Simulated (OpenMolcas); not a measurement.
Cr I: from CASSCF to CASPT2

```yaml
Program: OpenMolcas
Basis: ANO-RCC-VQZP [7s6p4d3f2g1h]
Scalar_Hamiltonian: DKH2, point nucleus
Active_space: 6 electrons in 11 orbitals (3d 4s 4d)
State_averaging: 2S+1 = 7 even, 1 root; 2S+1 = 5 even, 6 roots kept (CI in the orbitals of an earlier block)
Spin-orbit_coupling: state interaction with AMFI integrals over the reference wave functions, term energies averaged over their components
```

Methods on the same reference wave functions:
A. CASSCF
B. SS-CASPT2, IPEA 0.25 Eh, imaginary shift 0.1 Eh (closed shells correlated: 3s 3p)

Energies in cm-1 above 3d5 4s 7S3, the measured ground level; measured values from NIST Handbook of Basic Atomic Spectroscopic Data.

```
      Level      A      B  Measured
 3d5 4s 7S3    0.0    0.0       0.0
 3d5 4s 5S2  11611   6764      7593
3d4 4s2 5D0  16645  10325      7751
3d4 4s2 5D1  16709  10389      7811
3d4 4s2 5D2  16837  10517      7927
3d4 4s2 5D3  17028  10708      8095
3d4 4s2 5D4  17283  10963      8308
```

Deviations, from unrounded energies. A percentage is the sum of absolute deviations over the sum of measured energies, with the sign that they share, or ± where signs differ.

```tsv
Against measurement	Levels	A	B
mean absolute deviation (cm-1)	6	8100	2300
other terms of the ground configuration (%)	1	+52.9	-10.9
other configurations (%)	5	+111.8	+32.6
```

B lies closest to measurement on these levels. The largest miss of B in the table is 3d4 4s2 5D4, by +2700 cm-1. The ranking rests on the paired levels alone, and a cruder setting can come out closer through cancelling errors.

The lowest spin-free term lies below A's lowest term by 0.458 hartree in B.

Terms from blocks run as CI alone lack orbitals of their own. Active for correlation alone: 4d; no level in the range computed is led by a configuration that fills it, so any true level of that kind is missing. Without dynamic correlation excited terms often stand tens of per cent too high (terms of higher spin than the ground term too low), and those without a measured partner can miss by more than the paired ones (holds for A). Computed and measured levels are paired by configuration, term and J; levels that our copy of the source lacks, or whose pairing is in doubt (as where it misses far off the trend of its configuration), stay unpaired and out of the deviations. Only configurations of the active space appear.
